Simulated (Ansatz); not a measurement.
Species: sum formula YOCl, net charge 0, singlet state. SMILES: [O]=[Y][Cl]
Structure (B3LYP-D3(BJ)/def2-TZVP (Ansatz, a first-principles code) minimum search):
```
Y
O 1 1.8123
Cl 1 2.5198 2 118.28
```
Charge 0, spin multiplicity 1.

Property: vertical triplet-singlet gap (E(triplet) - E(singlet); each state is the SCF solution reached for its spin), in eV. Correlated levels leave the core frozen unless marked. UHF or UKS for open shells. No spin-orbit coupling. Frozen are the shells of the preceding noble gas and the d and f shells that filled before the atom's block. In def2 rows, elements after Kr have scalar-relativistic effective core potentials. Basis-set limits of correlation are two-point, X^-3; Hartree-Fock from the larger set. The bracket is a focal-point correction in the basis named.

```tsv
level	program	vertical triplet-singlet gap (eV)
HF/def2-SVPD	Ansatz	1.27
HF/def2-TZVPPD	Ansatz	1.13
SVWN5/def2-TZVPD	Ansatz	3.01
B3LYP/def2-TZVPD	Ansatz	2.77
PBE0/def2-TZVPD	Ansatz	2.79
BHLYP/def2-TZVPD	Ansatz	2.40
CAM-B3LYP/def2-TZVPD	Ansatz	2.76
```

### Question
Estimate the value at RI-MP2/CBS(def2-TZVPPD,def2-QZVPPD)+[CCSD(T)-MP2]/def2-TZVPPD as computed with Ansatz.

### Answer
3.16 eV
